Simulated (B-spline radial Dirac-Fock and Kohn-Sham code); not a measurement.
# Au⁷¹⁺: eigenvalues, ΔSCF and the reference

System: Au⁷¹⁺, configuration [He] 2s2 2p4.

The density-functional columns are spherical, spin-unpolarised Dirac-Kohn-Sham results without Breit or QED terms: −ε is minus the orbital energy of the initial state and ΔSCF the difference of two total energies. The reference in the last column comes from Dirac-Fock (average of configuration) total-energy differences with a finite nucleus, the Breit interaction including its frequency dependence, and self-energy and vacuum-polarisation corrections. All numbers are from a radial finite-basis atomic code, in eV; a selection of levels is shown. For the 1s level of heavy atoms much of the gap between ΔSCF and the reference is the Breit and QED part, -406.9 eV here; for other levels the error of the functional can be larger.

| level | LDA −ε | LDA ΔSCF | Dirac-Fock |
| --- | --- | --- | --- |
| K (1s) | 88056.7 | 88736.8 | 88318.9 |
| L1 (2s) | 20976.7 | 21145.9 | 21125.8 |
| L2,3 (2p) | 19282.1 | 19471.8 | 19432.1 |

Values without a named source are computed, but for edge energies of neutral atoms, which are taken from tables.
